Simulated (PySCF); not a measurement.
C5H7F, SMILES CC[C@H](C#C)F. The structure is a stationary point at B3LYP-D3(BJ)/def2-SVP. The structure was generated by enumeration; whether it is a known compound was not checked. One conformer was computed; it need not be the lowest.

Level of theory: B3LYP-D3(BJ)/def2-SVP (PySCF 2.14.0).

Harmonic wavenumbers (cm⁻¹): 105, 164, 218, 231, 318, 415, 554, 649, 693, 738, 788, 843, 954, 991, 1082, 1104, 1146, 1281, 1323, 1362, 1371, 1406, 1450, 1468, 1484, 2231, 3031, 3041, 3046, 3088, 3123, 3133, 3469. Rotational constants (GHz): 4.711, 2.822, 2.158; symmetry number 1.

Question: Work out the zero-point energy and the ideal-gas rigid-rotor harmonic-oscillator thermochemistry at 298.15 K and 1 atm.

Answer: ZPE = ½ Σ hcν = ½ × 46301 cm⁻¹ = 66.19 kcal/mol. H − E(el) = 71.06 kcal/mol. Entropy in cal/(mol K): translation 39.27, rotation 26.82, vibration 14.37, total 80.46. G − E(el) = 47.08 kcal/mol. Cp = 25.91 cal/(mol K). Modes under 150 cm⁻¹ make the vibrational entropy uncertain.
